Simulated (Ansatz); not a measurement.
`C=[CH][GeH]([Cl])[Cl]`, 9 atoms. Total charge 0; spin multiplicity 1. Correlated methods include outer-core shells of Ge, which these sets cover unevenly. Scalar relativity is left out up to krypton. All runs use 4 threads of an Arm Neoverse V2 on a shared host. Correlated methods freeze the cores.

(1) How many basis functions does each run have, and how long does it take in Ansatz? direct RPA on PBE orbitals/def2-TZVPP energy; RHF-CCSD(T)/def2-SVP energy; RKS PBE0-D4/def2-SVP energy; RKS PBE0-D4/def2-QZVPP energy; RKS PBE0-D4/def2-TZVP relaxation (9 steps); RKS PBE0-D4/def2-TZVPP energy; RKS PBE0-D4/def2-TZVP frequencies; RKS ωB97M-V/def2-QZVPP energy; RHF-CCSD(T)/def2-TZVPP energy; RKS B2PLYP (frozen core)/def2-TZVPP energy; RHF-MP2/def2-QZVPP energy; RKS BHLYP-D4/def2-TZVPP energy. (Best estimate.)

Answers

(1) The calculation gave: Other jobs shared the machine, so times are rough.

| level | job | functions | wall time | peak host memory (GiB) |
| --- | --- | --- | --- | --- |
| RKS PBE0-D4/def2-SVP | energy | 116 | 1.4 s | 0.47 |
| RKS PBE0-D4/def2-TZVPP | energy | 250 | 3.9 s | 0.83 |
| RKS BHLYP-D4/def2-TZVPP | energy | 250 | 4.1 s | 0.88 |
| direct RPA on PBE orbitals/def2-TZVPP | energy | 250 | 5.5 s | 0.59 |
| RKS B2PLYP (frozen core)/def2-TZVPP | energy | 250 | 6 s | 0.7 |
| RHF-CCSD(T)/def2-SVP | energy | 116 | 7.5 s | 0.56 |
| RKS PBE0-D4/def2-QZVPP | energy | 463 | 11 s | 2.2 |
| RKS ωB97M-V/def2-QZVPP | energy | 463 | 22 s | 2.5 |
| RHF-MP2/def2-QZVPP | energy | 463 | 23 s | 2.8 |
| RKS PBE0-D4/def2-TZVP | relaxation (9 steps) | 208 | 40 s | 0.7 |
| RKS PBE0-D4/def2-TZVP | frequencies | 208 | 2.8 min | 0.7 |
| RHF-CCSD(T)/def2-TZVPP | energy | 250 | 3.5 min | 5.2 |
